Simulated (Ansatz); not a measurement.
The cluster PtS2⁺, relaxed as a doublet with UKS r2SCAN-D4/def2-TZVP in Ansatz, starting from the GFN2-xTB geometry. Force threshold 0.02 eV/Å.

In the def2 sets Pt takes a core potential; there is no spin–orbit coupling. The structure comes from a short search, and lower isomers may exist.

Start:

```xyz
3

Pt   -0.4589   -1.1012    0.6374
S     1.1210    0.1429   -0.3773
S    -0.6622    0.9583   -0.2601
```

Q: Estimate the energy that the relaxation releases and the steps that it takes.

A: 0.3 kcal/mol, in 3 steps; 7 s on 4 threads of Arm Neoverse V2 on a shared host. No frequencies were taken in this run, so the end may be a saddle point.

Q: Does the start keep its bonding and symmetry?

A: By distances, no bond broke or formed. The bond that changes most is Pt1–S3, from 2.26 to 2.22 Å (atoms count from 1). Point group C2v at the start, C2v at the end, both within 0.05 Å.

Q: Predict the relaxed structure.

A: 
```xyz
3

Pt   -0.453   -1.084    0.628
S     1.114    0.137   -0.373
S    -0.661    0.947   -0.255
```
Bond lengths: 2 × Pt–S 2.22 Å; 1 × S–S 1.95 Å.
